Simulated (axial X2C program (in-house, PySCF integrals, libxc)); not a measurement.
**TmO²⁺: the levels of the configuration f11 s0**

Calculated with an axial X2C code built on PySCF integrals: two-component X2C with atomic mean-field Coulomb and Gaunt terms, basis Tm dyall-v3z, O dyall-v3z (cores contracted in-house). Orbitals come from Hartree–Fock averaged over the configuration Tm f11 s0; CI then distributes these electrons over the f, s shells of Tm.

R = 1.633 Å (near the minimum of the configuration average).

Active spinors (ω > 0):

```tsv
shell	ω	ε (eV)	character
f	5/2	-38.94	100% Tm f
f	3/2	-38.58	99% Tm f
f	7/2	-37.64	100% Tm f
f	5/2	-37.50	100% Tm f
f	1/2	-37.22	93% Tm f, 4% O p
f	3/2	-36.66	95% Tm f
f	1/2	-35.71	88% Tm f, 6% O p, 5% Tm d
s	1/2	-12.75	77% Tm s, 11% Tm d, 6% Tm p
```

Lowest levels of this model:

```tsv
Ω	energy (cm⁻¹)	g∥	configuration
11/2	0	13.20	100% f11
9/2	8	10.74	100% f11
1/2	64	1.20	100% f11
7/2	74	8.33	100% f11
3/2	90	3.60	100% f11
5/2	106	5.96	100% f11
13/2	261	15.70	100% f11
15/2	1762	17.96	100% f11
9/2	7342	10.03	100% f11
7/2	7376	7.69	100% f11
5/2	7397	5.48	100% f11
3/2	7420	3.31	100% f11
1/2	7438	1.11	100% f11
11/2	7482	12.45	100% f11
13/2	8668	14.26	100% f11
7/2	11663	6.80	100% f11
5/2	11693	4.77	100% f11
3/2	11721	2.86	100% f11
9/2	11734	9.04	100% f11
1/2	11783	0.96	100% f11
11/2	12448	10.61	100% f11
7/2	14133	6.04	100% f11
5/2	14618	4.31	100% f11
1/2	14676	0.83	100% f11
3/2	14739	2.55	100% f11
9/2	14857	8.09	100% f11
```

g∥ is the magnitude of 2⟨Lz + ge Sz⟩ for the +Ω component.

Problem. From Ω and g∥ of the lowest level, whose 2⟨Lz + ge Sz⟩ is positive, find ⟨Sz⟩ and ⟨Lz⟩ (ge = 2.0023).

Solution. Ω = ⟨Lz⟩ + ⟨Sz⟩ = 11/2 and ⟨Lz⟩ + ge⟨Sz⟩ = 6.600, so ⟨Sz⟩ = 1.10 and ⟨Lz⟩ = 4.40.

Occupations of the active spinors in the lowest level by ω, shell by shell in order of energy: -7/2: 0.08; -5/2: 0.89 0.51; -3/2: 0.96 0.55; -1/2: 1.00 0.46 0.00; 1/2: 0.83 0.72 0.00; 3/2: 1.00 1.00; 5/2: 1.00 1.00; 7/2: 1.00. The leading determinant has weight 0.44 among 168.

This point took 1.4 s on 1 thread of Arm Neoverse V2, with other jobs on the host.

Dynamic correlation is missing, so gaps between terms are too wide and other configurations may lie lower; the lowest level listed is that of this model, not necessarily the ground state. At most 4 roots were kept for each Ω > 0 (twice that for Ω = 0) within 2.2 eV of the lowest, so higher up levels can be missing between those listed; levels with Ω > 0 are doubly degenerate and listed once, Ω = 0 levels singly. States that fill the shells left empty in the average are placed too high. Along the bond the averaged SCF switches between close solutions, so this one may not be the lowest.
